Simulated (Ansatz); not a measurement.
(1) Predict a relaxed structure of the cluster BeCl₂⁻, charge -1, doublet, at PBE-D4/def2-TZVPD (Ansatz).

Results:

(1) 
```csv
atom,x (Å),y (Å),z (Å)
Be1,-0.433,-0.221,0.389
Cl2,-0.001,-1.237,-1.204
Cl3,0.434,1.459,0.815
```
Point group C2v (tolerance 0.1 Å). This is one stationary point.

The highest occupied level of the charge -1 doublet lies above zero (up to 1.27 eV). By energy differences its removal costs 1.32 eV (vertical, to the charge 0 singlet, at PBE-D4/def2-TZVPD); a positive level beside a positive removal energy at the same level points to self-interaction error. The relaxation made no stability test and no search for a lower SCF solution. The structure comes from a short search, and lower isomers may exist.
